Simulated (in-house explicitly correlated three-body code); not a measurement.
Values are calculated unless marked as measured or tabulated.
# Taking the two-electron ground state apart, Z = 1.66

A variational code in 260 exponentially correlated functions gives, for two electrons around a point charge Z = 1.66 (non-relativistic, fixed nucleus, atomic units): E = -1.8712053, <1/r> = 1.348497 per electron, <1/r12> = 0.7346. From its density, U = 1.62147 (Hartree energy) and T_s = 1.836433 (kinetic energy of the doubly filled orbital √(n/2)). Further, <r²> = 1.95405 per electron, <r12²> = 4.14974 and <p1·p2> = 0.115717.

(1) Check the virial theorem, and compare with the screened hydrogenic estimate.

(2) Find the exchange and correlation energies of density-functional theory.

(3) What do the second moments say about angular correlation and diamagnetism?

(4) How does a model nuclear mass of 3.3 u change the ionisation energy, to first order in m/M (1 hartree = 27.211386 eV)?

## Answers

(1) V = −2Z<1/r> + <1/r12> = -4.477010 + 0.7346 = -3.742410, and 2E = -3.742411, so T = −E = 1.871205. A product of 1s orbitals with exponent Z − 5/16 = 1.3475 gives −1.3475² = -1.81576, which is 55.4 millihartree too high.

(2) For two electrons in one orbital E_x = −U/2 = -0.810735. The potential part of correlation is U_c = <1/r12> − U − E_x = -0.076135, the kinetic part T_c = T − T_s = 0.034772, and E_c = T_c + U_c = -0.041363 hartree. Restricted Hartree-Fock gives -1.829970, so the correlation energy of wave-function theory is -0.041235.

(3) From r12² = r1² + r2² − 2 r1·r2, <r1·r2> = <r²> − <r12²>/2 = -0.12082 bohr². It vanishes for a product of s orbitals, and its negative sign shows that the electrons favour opposite sides of the nucleus. The Langevin susceptibility is −0.79199e-6 × 2<r²> = -3.095e-6 cm³/mol.

(4) m/M = 1/(3.3 × 1822.8885) = 1.66236e-04. With a fixed nucleus the second electron is bound by −Z²/2 − E = 0.493405 hartree = 13.4262 eV. The reduced mass scales this by 1 − m/M, a change of -2.232 meV. The mass-polarisation term raises the two-electron state by (m/M)<p1·p2> = 19.24 microhartree, a further -0.523 meV. The sum is 13.4235 eV, before relativistic and QED terms.
